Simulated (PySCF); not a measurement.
C5H14O2Si (SMILES CCO[SiH](C)OCC), singlet, at a GFN2-xTB geometry, with bond 12-2 at 2.0 times its length. Base run: DF-PBE/6-31G run with PySCF.

The PySCF input:
```python
from pyscf import gto, scf, dft

mol = gto.M(
    atom='''
Si    0.060404   -1.085949    0.386067
C    -0.646616   -2.379468   -0.800382
O    -1.007259    0.020715    0.923083
C    -1.841906    0.893655    0.206697
C    -2.494108    1.875339    1.169343
O     1.272311   -0.447875   -0.492466
C     2.079233    0.655683   -0.175197
C     2.599716    1.293636   -1.455041
H     0.469981   -1.579662    1.695112
H    -0.909760   -1.951689   -1.764054
H    -1.541725   -2.822512   -0.376000
H     0.770273   -3.979965   -1.162082
H    -1.257380    1.435782   -0.547428
H    -2.610766    0.310852   -0.315516
H    -3.072252    1.332971    1.912515
H    -3.151048    2.549626    0.626327
H    -1.731922    2.455769    1.682896
H     1.506122    1.385099    0.409359
H     2.916419    0.310854    0.443855
H     1.768987    1.643753   -2.062742
H     3.245487    2.134481   -1.216600
H     3.162036    0.561888   -2.028879
''',
    basis='6-31g',
    charge=0,
    spin=0,
    verbose=4,
)

mf = dft.RKS(mol)
mf.xc = 'pbe'
mf = mf.density_fit(auxbasis='def2-universal-jkfit')
mf.kernel()
```

Variants of this job, named by their change:

```tsv
change	ΔE vs base (mEh)	SCF cycles	outcome
base	0.000	13	converged
diis = off; damp = 0.6 (with mf.diis_start_cycle = 200; with mf.max_cycle = 150)	-	-	cut at the time limit
diis = off; damp = 0.3 (with mf.diis_start_cycle = 200; with mf.max_cycle = 150)	-	-	cut at the time limit
damp = 0.5; diis_start_cycle = 5	0.000	17	converged
init_guess = atom	0.000	13	converged
conv_tol = 1e-11	0.000	14	converged
solver = newton	0.000	-	converged
conv_tol = 1e-12	0.000	15	converged
init_guess = vsap	0.000	18	converged
level_shift = 0.1 (with mf.max_cycle = 100)	0.000	12	converged
level_shift = 1.0 (with mf.max_cycle = 100)	0.000	52	converged
conv_tol = 1e-7	0.000	11	converged
```
